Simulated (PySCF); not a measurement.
**Dy(OH)3 at several levels of theory**

Computed with PySCF 2.14.0 (density fitting, no spin-orbit coupling) at the geometry relaxed with PBE:

```xyz
7
Dy(OH)3 (singlet in the valence; each metal's 4f electrons, 9 of them, lie in its core potential, out of spins and levels)
Dy    0.0000    0.0000    0.0316
O     2.0530    0.0000    0.1241
H     3.0159    0.0000    0.2039
O    -1.0265    1.7780    0.1241
H    -1.5080    2.6118    0.2039
O    -1.0265   -1.7780    0.1241
H    -1.5079   -2.6118    0.2039
```

```json
{"level": "PBE", "basis": "Dy lcecp-1-SVP with ECP55, O def2-SVP, H def2-SVP", "state": "singlet", "HOMO (eV)": "-5.91", "gap (eV)": "3.86", "charge on Dy1 (e)": "0.85", "population of f-type functions on Dy1 (polarisation alone where 4f lies in the core)": "0.08", "dipole about the centre of mass (D)": "0.28", "largest force component (eV/Å)": "0.01"}
{"level": "revPBE", "basis": "the same", "state": "singlet", "HOMO (eV)": "-5.84", "gap (eV)": "3.93", "charge on Dy1 (e)": "0.89", "population of f-type functions on Dy1 (polarisation alone where 4f lies in the core)": "0.08", "dipole about the centre of mass (D)": "0.29", "largest force component (eV/Å)": "0.16"}
{"level": "TPSSh", "basis": "the same", "state": "singlet", "HOMO (eV)": "-6.65", "gap (eV)": "5.14", "charge on Dy1 (e)": "1.04", "population of f-type functions on Dy1 (polarisation alone where 4f lies in the core)": "0.08", "dipole about the centre of mass (D)": "0.31", "largest force component (eV/Å)": "0.28"}
{"level": "PBE0", "basis": "the same", "state": "singlet", "HOMO (eV)": "-7.59", "gap (eV)": "6.28", "charge on Dy1 (e)": "1.08", "population of f-type functions on Dy1 (polarisation alone where 4f lies in the core)": "0.09", "dipole about the centre of mass (D)": "0.32", "largest force component (eV/Å)": "0.59"}
{"level": "PBE", "basis": "Dy lcecp-1-TZVP with ECP55, O def2-TZVP, H def2-TZVP", "state": "singlet", "HOMO (eV)": "-6.20", "gap (eV)": "4.07", "charge on Dy1 (e)": "1.49", "population of f-type functions on Dy1 (polarisation alone where 4f lies in the core)": "0.09", "dipole about the centre of mass (D)": "0.34", "largest force component (eV/Å)": "0.29"}
```

In the lcecp rows the 4f levels are missing from HOMO and gap, and the state counts the valence alone.

Charges are Mulliken's, which hang on the basis. The relaxation used the grid (50, 194), these runs (75, 302) or, all-electron (x2c bases, spin-free X2C Hamiltonian), (99, 590).

What does HF with Dy lcecp-1-SVP with ECP55, O def2-SVP, H def2-SVP give here?

state singlet, HOMO (eV) -11.92, gap (eV) 12.77, charge on Dy1 (e) 1.57, population of f-type functions on Dy1 (polarisation alone where 4f lies in the core) 0.08, dipole about the centre of mass (D) 0.40, largest force component (eV/Å) 1.91. Time: 2 s on 2 threads of Arm Neoverse V1, on a shared host, from an already converged density.

In the first row's basis the gap widens with exact exchange: 3.9 eV for PBE, revPBE (none); 5.1 to 6.3 eV for TPSSh, PBE0 (a fixed share); 12.8 eV for Hartree–Fock (rising or full at long range).

An lcecp potential fixes the number of 4f electrons, so in runs with it no electron can move into or out of that shell.
